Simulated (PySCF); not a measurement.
Numbering as in the mapped SMILES `[F:1][C:2]1=[CH:3][C@H:4]([F:5])[C:6]([F:7])=[CH:8][O:9]1` (H(Xn): hydrogen on atom n).

Theoretical values (PySCF 2.14.0 with density-fitted response routines): GFN2-xTB structure, shielding tensors at PBE0/pcSseg-1 (GIAO). One computed conformer, no solvent, non-relativistic.

Chemical shifts δ = σref − σ; $^{13}$C (σ = 186.93 ppm) against TMS, all at this level.

**Question.** Do the $^{13}$C shifts follow the atomic charges (in e)? Tabulate both.

**Answer.** 
```csv
atoms,hybridisation,δ (ppm),σ para (ppm),Hirshfeld,IAO,Mulliken,ESP-fitted
C2,sp2,169.9,-232,+0.17,+0.49,+0.59,+0.65
C6,sp2,158.9,-226,+0.06,+0.22,+0.15,-0.08
C8,sp2,136.7,-201,+0.01,-0.00,+0.16,+0.04
C4,sp3,85.0,-138,+0.05,+0.15,+0.25,+0.54
C3,sp2,83.9,-157,-0.11,-0.30,-0.32,-0.75
```

Correlation coefficients of δ with charge over these carbons: Hirshfeld +0.74, IAO +0.74, Mulliken +0.67, ESP-fitted +0.39; with the paramagnetic shielding -0.98. Among the 4 sp2 carbons alone: Hirshfeld +0.96, IAO +0.96, Mulliken +0.93, ESP-fitted +0.90. With so few points, grouped by hybridisation, these coefficients are fragile. Charge is one influence among several: hybridisation and low-lying excitations act through the paramagnetic term.

Shifts are as computed. Against solution values, carbons near 30 ppm lie about +3 ppm off and those near 130 ppm about +5 ppm. Of 1211 compounds with measured shifts, 218 miss one by over three times the rms of a fit or turn the order of signals round; such compounds aren't used in these exercises.
